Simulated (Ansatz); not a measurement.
C2H9AlOSi (`C[SiH2][Al]([CH3])[OH]`). Total charge 0; spin multiplicity 1. The geometry is a stationary point of PBE0-D4/def2-TZVP. It is one conformer, not always the lowest.

```xyz
14

C    -0.657   -0.148   -2.249
Si   -1.213   -0.758   -0.554
Al    0.201    0.031    1.303
C     1.883    0.986    1.084
O    -0.295   -0.269    2.905
H    -0.681    0.943   -2.297
H     0.365   -0.469   -2.462
H    -1.307   -0.536   -3.037
H    -1.236   -2.254   -0.566
H    -2.634   -0.346   -0.332
H     2.600    0.396    0.504
H     2.342    1.226    2.047
H     1.737    1.922    0.535
H    -1.107   -0.725    3.120
```

What is the dipole moment at PBE/def2-TZVPP? (Best estimate.)

The calculation gave: 0.84 D, with components (-0.04, 0.12, -0.83) D in this frame, pointing from negative to positive charge.

And with r2SCAN, B3LYP, ωB97M-V? (Best estimate.)

Computed: r2SCAN 0.86 D, B3LYP 0.86 D, ωB97M-V 0.83 D.

Give the Mulliken charges with PBE, r2SCAN, ωB97M-V in def2-TZVPP. (Estimate.)

The calculation gave: 
```json
{"atom": "C1", "PBE": "-0.36", "r2SCAN": "-0.29", "ωB97M-V": "-0.44"}
{"atom": "Si2", "PBE": "0.01", "r2SCAN": "0.05", "ωB97M-V": "0.01"}
{"atom": "Al3", "PBE": "0.49", "r2SCAN": "0.61", "ωB97M-V": "0.55"}
{"atom": "C4", "PBE": "-0.43", "r2SCAN": "-0.39", "ωB97M-V": "-0.51"}
{"atom": "O5", "PBE": "-0.36", "r2SCAN": "-0.43", "ωB97M-V": "-0.38"}
{"atom": "H6", "PBE": "0.10", "r2SCAN": "0.07", "ωB97M-V": "0.12"}
{"atom": "H7", "PBE": "0.11", "r2SCAN": "0.07", "ωB97M-V": "0.12"}
{"atom": "H8", "PBE": "0.11", "r2SCAN": "0.08", "ωB97M-V": "0.13"}
{"atom": "H9", "PBE": "-0.06", "r2SCAN": "-0.09", "ωB97M-V": "-0.04"}
{"atom": "H10", "PBE": "-0.06", "r2SCAN": "-0.09", "ωB97M-V": "-0.04"}
{"atom": "H11", "PBE": "0.09", "r2SCAN": "0.06", "ωB97M-V": "0.11"}
{"atom": "H12", "PBE": "0.11", "r2SCAN": "0.08", "ωB97M-V": "0.12"}
{"atom": "H13", "PBE": "0.09", "r2SCAN": "0.06", "ωB97M-V": "0.11"}
{"atom": "H14", "PBE": "0.17", "r2SCAN": "0.18", "ωB97M-V": "0.16"}
```

B3LYP here is the variant with VWN-RPA as its local correlation; programs differ in this.
